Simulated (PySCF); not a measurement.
PySCF input:

```python
from pyscf import gto, scf, dft

mol = gto.M(
    atom='''
    C    -1.39407427    0.31125933    0.08560637
    S     0.21812812   -0.47731152   -0.16050843
    O     1.25021987    0.54878991    0.20740210
    H    -1.49404191    0.60737804    1.12971549
    H    -2.16499402   -0.41525214   -0.17549729
    H    -1.46832735    1.18698323   -0.55893828
    ''',
    basis='def2-tzvpd',
    charge=0,
    spin=1,
    verbose=4,
)

mf = dft.UKS(mol, xc='mn15').density_fit(auxbasis='def2-universal-jkfit')
mf.grids.level = 4
mf.conv_tol = 1e-9
mf.max_cycle = 100
mf.max_memory = 1500
mf.kernel()
if not mf.converged:
    mf = mf.newton()
    mf.kernel(mf.make_rdm1())
for _ in range(2):
    mo, _, stable, _ = mf.stability(return_status=True)
    if stable:
        break
    mf.kernel(mf.make_rdm1(mo, mf.mo_occ))
mf.analyze()
```

Task: Predict the final energy.

Result: -513.10925 Eh (MN15/def2-TZVPD).

It need not be the lowest isomer of its formula.
